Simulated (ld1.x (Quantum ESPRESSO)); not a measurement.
## Before and after: TM potential for chromium (Cr)

| Quantity | Value |
| --- | --- |
| Element | Cr |
| Generator | ld1.x (Quantum ESPRESSO) 7.5 |
| Type | norm-conserving Troullier–Martins (Kleinman–Bylander form) |
| Functional | PBE |
| Relativity | scalar-relativistic |
| Frozen core | [Ne] |
| Valence charge | 14 |
| Reference configuration | 3s2 3p6 3d4 4s0 4p0 (charge +2) |
| Partial waves | 3p (bound): rc 1.55 bohr; 3d (bound): rc 1.00 bohr; 3s (bound): rc 1.00 bohr |
| Local potential | the s channel |
| Core correction | none |

Change: local potential all-electron potential smoothed inside 1.30 bohr (lloc = -1).

Cutoffs: the cutoffs (Ry, on a coarse ladder) from which the occupation-weighted sum of valence levels, in a spherical-Bessel basis at the reference potential, stays within 10 and 1 mRy of its value at 400 Ry; they do not see the model core or the augmentation charge, which bear on the density cutoff. Errors are all-electron minus pseudo energies relative to the spin-unpolarised reference configuration.

Question: How do hardness, ghosts and transferability respond?

Answer: The potential gets neither clearly harder nor softer (180 Ry and 260 Ry → 180 Ry and 260 Ry); of the 7 tests that both files solve, the error grows in 1 and shrinks in 3 by more than 15 % and 0.3 meV (median size 27.5 → 29.6 meV); the range in which the d phases agree narrows (upper end 4.4 → 3.0); neither file shows a bound ghost.

```tsv
quantity	base	changed
cutoff, loose	180 Ry	180 Ry
cutoff, tight	260 Ry	260 Ry
bound ghosts	none	none
error for 3s2 3p6 3d5 4s1 4p0, meV [ΔE -22.95 eV]	+60	-59
error for 3s2 3p6 3d5 4s0 4p0, meV [ΔE -16.05 eV]	+0.7	-2.7
error for 3s2 3p6 3d3 4s0 4p0, meV [ΔE 30.75 eV]	+7.9	+0.4
error for 3s1 3p6 3d5 4s1 4p0, meV [ΔE 57.30 eV]	+111	-109
error for 3s2 3p6 3d4 4s1 4p1, meV [ΔE -19.45 eV]	+101	-73
error for 3s2 3p6 3d5 4s0 4p1, meV [ΔE -19.83 eV]	+8.2	+0.9
error for 3s2 3p6 3d5.5 4s0.5 4p0, meV [ΔE -22.23 eV]	+27	-30
s: phases at 1.70 bohr within 0.05 rad from the reference energy up to (Ry; the scan ends near 5)	-0.2	0.0
p: phases at 1.70 bohr within 0.05 rad from the reference energy up to (Ry; the scan ends near 5)	1.5	2.2
d: phases at 1.70 bohr within 0.05 rad from the reference energy up to (Ry; the scan ends near 5)	4.4	3.0
```
